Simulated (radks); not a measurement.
The numbers below are computed, except where a source is named.
Polarisability of the iron ion Fe7+, [Ar] 3d1, at imaginary frequency. Level of theory: non-relativistic Kohn-Sham, LDA (Slater exchange, Perdew-Wang correlation), spin-polarised, spherical densities, point nucleus; open shells are filled with parallel spins first (a radial shooting solver on a logarithmic mesh with Libxc functionals). Response by self-consistent Sternheimer equations with the Hartree and adiabatic LDA kernel.

w (hartree),alpha1(iw) (bohr^3)
0.00266,0.5683
0.0143,0.5683
0.0360,0.5682
0.0697,0.5679
0.118,0.5673
0.186,0.5658
0.280,0.5628
0.413,0.5565
0.605,0.5437
0.892,0.5178
1.35,0.4668
2.12,0.3750
3.59,0.2423
6.94,0.1099
17.5,0.02838

Static values: alpha1 = 0.5683 bohr^3 (0.08421 angstrom^3; uncoupled 0.8654). C6 = 0.7574, triple-dipole C9 = 0.3100 atomic units. One-pole (London) frequency 4 C6 / (3 alpha1^2) = 3.127 hartree, against 5.087 for minus the highest occupied eigenvalue. The dipole shielding factor is 0.731, as the force sum rule N/Z = 0.731 demands.
